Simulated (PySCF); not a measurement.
# Electron correlation in N (nitrogen, neutral)

[He] 2s1 2p4, 2s spin antiparallel (an excited configuration). Calculation: PySCF 2.14, in aug-cc-pwCVDZ (5s4p2d, 27 functions); the non-relativistic Hamiltonian (point nucleus). Frozen: nothing; 7 electrons correlated.

MP2 pair energies summed by pair of shells (mhartree):

| pair | energy | share (%) |
| --- | --- | --- |
| 2s-2p | -75.76 | 43.1 |
| 2p-2p | -68.98 | 39.2 |
| 1s-1s | -22.44 | 12.8 |
| 1s-2p | -6.71 | 3.8 |
| 1s-2s | -1.88 | 1.1 |

Total MP2 correlation energy: -175.77 mhartree.

Same-spin part -29.17 and opposite-spin part -146.60 mhartree; SCS-MP2 scales them by 1/3 and 6/5 to -185.64 mhartree.
